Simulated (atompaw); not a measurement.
## vanadium: one change to a PAW (atompaw) potential, before and after

```
Element                 : vanadium (V)
Generator               : atompaw 4.2.0.5
Type                    : PAW
Functional              : PBE
Relativity              : scalar-relativistic
Frozen core             : [Ar]
Valence charge          : 5
Reference configuration : 3d3.5 4s1.5 4p0
Partial waves           : 4s (bound): rc 2.85 bohr; 4s channel at 0.15 Ry: rc 2.85 bohr; 4p (bound, empty): rc 2.85 bohr; 4p channel at 0.5 Ry: rc 2.85 bohr; 3d (bound): rc 2.85 bohr; 3d channel at 2.95 Ry: rc 1.65 bohr; 4f channel at -0.15 Ry: rc 2.60 bohr; 4f channel at 1.65 Ry: rc 2.60 bohr
Local potential         : troulliermartins scheme with l = 4 at 0.5 Ry, radius 2.55 bohr
Core correction         : smooth core density matched at 2.80 bohr
Augmentation charge     : besselshape compensation charge, radius 2.25 bohr; PAW radius 2.85 bohr; waves and projectors: custom polynom vanderbiltortho
```

Change: core [Ne], valence charge 13; reference 3s2 3p6 3d3 4s1.5 4p0; waves now 3s (bound): rc 1.50 bohr; 4s (bound): rc 2.30 bohr; 3p (bound): rc 1.45 bohr; 4p (bound): rc 1.65 bohr; 3d (bound): rc 2.30 bohr; 3d channel at 2.75 Ry: rc 2.30 bohr; 4f channel at 0.3 Ry: rc 2.30 bohr; 4f channel at 1.65 Ry: rc 2.30 bohr; local potential troulliermartins scheme with l = 4 at 0.5 Ry, radius 2.00 bohr; core correction smooth core density matched at 1.90 bohr; augmentation besselshape compensation charge, radius 1.85 bohr; PAW radius 2.30 bohr; waves and projectors: custom polynom vanderbiltortho.

Cutoffs: the cutoffs (Ry, on a coarse ladder) from which the occupation-weighted sum of valence levels, in a spherical-Bessel basis at the reference potential, stays within 10 and 1 mRy of its value at 400 Ry; they do not see the model core or the augmentation charge, which bear on the density cutoff.

What does the change do?

The potential gets harder (10 Ry and 18 Ry → 40 Ry and 70 Ry); the bound ghost in p, s disappears. The added semicore shells are compact, so their waves need more plane waves. Several settings change at once here, so the effects cannot be laid on one of them.

```json
{"quantity": "cutoff, loose", "base": "10 Ry", "changed": "40 Ry"}
{"quantity": "cutoff, tight", "base": "18 Ry", "changed": "70 Ry"}
{"quantity": "bound ghosts", "base": "s, p", "changed": "none"}
{"quantity": "lowest overlap eigenvalue by channel", "base": "s 0.10, p 0.56, d 1.00, f 0.98", "changed": "s 0.50, p 0.75, d 0.90, f 0.98"}
```

 A true bound ghost makes a file unfit for plane-wave use even where its test errors are small: the radial tests pick states by their node count and pass the ghost by. The cutoffs see the waves, projectors and local potential, not the compensation charge or the core.
